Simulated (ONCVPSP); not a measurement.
lead, ONCV: configuration errors across variants

ONCVPSP 4.0.1 input, shortened (lines: element, Z, core and valence counts, functional; n l f; lmax; l rc ep ncon nbas qcut; lloc lpopt rc5 dvloc0; l nproj debl; icmod fcfact rcfact), PBEsol, scalar-relativistic:

```
  Pb 82.00   12    3  -116133      upf
    1    0    2.00
    2    0    2.00
    2    1    6.00
    3    0    2.00
    3    1    6.00
    3    2   10.00
    4    0    2.00
    4    1    6.00
    4    2   10.00
    4    3   14.00
    5    0    2.00
    5    1    6.00
    5    2   10.00
    6    0    2.00
    6    1    2.00
    2
    0    1.60    0.00    3    6    3.80
    1    2.55    0.00    4    7    2.90
    2    1.30    0.00    3    7    7.70
    4    5    1.15    3.00
    0    3    2.90
    1    2    0.70
    2    3    0.30
    0    0.00    0.00
```

In the d channel the program set the typed energies aside and used -0.778, 0.250, 0.550 Ha.

All-electron excitation energies from the reference (eV): (1) 5d10 6s2 6p1 6.598; (2) 5d10 6s2 6p0 20.046; (3) 5d10 6s1 6p0 52.526; (4) 5d10 6s0 6p4 17.906.

A true bound ghost makes a file unfit for plane-wave use even where its test errors are small: the radial tests pick states by their node count and pass the ghost by.

Errors AE − PS in meV (a dash: test not solved or not reliable):

| change | (1) | (2) | (3) | (4) | bound ghosts | GHOST(+) flags above zero |
| --- | --- | --- | --- | --- | --- | --- |
| base | -4.2 | -17 | -34 | -7.2 | s, p | s |
| p: qcut 1.7 | -4.2 | -16 | -37 | +0.1 | s, p | s |
| p: qcut 2.2 | -4.2 | -16 | -37 | +0.2 | s, p | s |
| p: qcut 3.5 | -4.4 | -17 | -30 | -16 | s, p | s |
| p: qcut 3.9 | -4.4 | -17 | -28 | -20 | s, p | s |
| p: qcut 4.3 | -4.4 | -17 | -27 | -23 | s, p | s |

Q: Give the same row for: p: qcut 2.6.

A: -4.2, -16, -35, -3.2; bound ghosts: s, p; GHOST(+) flags above zero: s.
